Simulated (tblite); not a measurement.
Species: C₅H₁₀F₂O.
Structure used (GFN2-xTB), in Å, numbered top down from 1:
```
atom  x, y, z in Å
C1    -2.681    0.604    0.607
C2    -1.738   -0.424    0.005
O3    -0.471    0.177   -0.165
C4     0.495   -0.692   -0.703
C5     1.817    0.062   -0.804
C6     2.322    0.439    0.579
F7     2.697   -0.664    1.275
F8     3.430    1.215    0.491
H9    -3.670    0.174    0.732
H10   -2.747    1.469   -0.046
H11   -2.307    0.928    1.574
H12   -1.648   -1.299    0.667
H13   -2.118   -0.774   -0.968
H14    0.613   -1.578   -0.059
H15    0.185   -1.036   -1.702
H16    1.673    0.983   -1.369
H17    2.566   -0.556   -1.299
H18    1.572    0.978    1.175
```

Method: GFN2-xTB as coded in tblite; computed harmonic values from a numerical Hessian at the method's own geometry, unscaled. The method is semi-empirical: single wavenumbers can be off by several per cent or more. One conformer, not necessarily the lowest.

Harmonic wavenumbers (cm⁻¹): 43.7, 61.3, 67.5, 121.2, 179.8, 204.5, 229.9, 331.3, 410.0, 441.8, 491.6, 551.8, 818.0, 840.3, 909.3, 965.7, 979.9, 1057.0, 1083.8, 1098.7, 1109.6, 1120.6, 1143.5, 1151.8, 1183.7, 1221.1, 1252.8, 1259.7, 1278.2, 1329.4, 1333.8, 1357.9, 1401.7, 1434.4, 1474.2, 1489.6, 1493.0, 1498.5, 2838.3, 2844.7, 2871.8, 2879.3, 2918.0, 3008.9, 3016.1, 3051.8, 3053.5, 3056.9.

A = 4173, B = 826.8, C = 810.5 MHz; mass 124.070 u (most abundant isotopes); point group C1, symmetry number 1.

Problem. Zero-point energy?

Solution. Half the sum of the wavenumbers: 31980 cm⁻¹ = 91.44 kcal/mol.

Problem. Entropy at 273.15 K, 1 bar (ideal gas, RRHO, classical rotation)?

Solution. Translation 39.95, rotation 28.87, vibration 26.58: S = 95.4 cal/(mol K).

Problem. And Cp and H(273.15 K) − H(0)?

Solution. Cp = 32.19 cal/(mol K), of which vibrations give 24.25 (their classical limit is 48 R = 95.4); H(273.15 K) − H(0) = 5.78 kcal/mol without the zero-point energy, 3.61 from vibrations.

Problem. How do the functions run with temperature in this model?

Solution. 
| T (K) | S (cal/(mol K)) | Cp (cal/(mol K)) | H − H(0) (kcal/mol) | G − H(0) (kcal/mol) | ln q(vib) |
| --- | --- | --- | --- | --- | --- |
| 50 | 59.4 | 14.1 | 0.53 | -2.44 | 0.72 |
| 100 | 70.8 | 19.0 | 1.37 | -5.72 | 2.15 |
| 298.15 | 98.3 | 34.4 | 6.62 | -22.70 | 7.32 |
| 373.15 | 106.8 | 41.1 | 9.45 | -30.39 | 9.10 |
| 500 | 120.3 | 51.7 | 15.36 | -44.80 | 12.04 |
| 750 | 144.4 | 67.1 | 30.35 | -77.97 | 17.64 |
| 1000 | 165.2 | 77.1 | 48.45 | -116.73 | 22.92 |

q(vib) and H(0) count from the zero-point level.

Problem. Which modes carry the vibrational entropy at 273.15 K?

Solution. 43.7 cm⁻¹: 4.91; 61.3 cm⁻¹: 4.24; 67.5 cm⁻¹: 4.05; 121.2 cm⁻¹: 2.91; 179.8 cm⁻¹: 2.17; 204.5 cm⁻¹: 1.93 cal/(mol K); the other 42 give 6.36 together.

Problem. What must be added to the electronic energy to get the Gibbs energy at 273.15 K and 1 bar?

Solution. ZPE + [H(273.15 K) − H(0)] − T·S = 91.44 + 5.78 − 26.06 = 71.16 kcal/mol.

Problem. Blend soft modes into free rotors: weight 1/[1 + (100 cm⁻¹/ν̃)⁴] for the oscillator and the rest for a rotor with moment μB/(μ + B), μ = h/(8π²ν), B = 10⁻⁴⁴ kg m². What vibrational entropy results?

Solution. 23.62 cal/(mol K) in place of 26.58, which changes −T·S at 273.15 K by +0.81 kcal/mol.

Hindered rotation and anharmonicity are outside this model. Other conformers, if any are populated, would add a mixing term that is left out. The structure is chiral; the term R ln 2 for an equal mix with its mirror image is left out.

On an Arm Neoverse V2 with one thread, shared host with 96 logical CPUs at a one-minute load of 64, this took 0.43 s wall. The figure is for the frequency step alone.
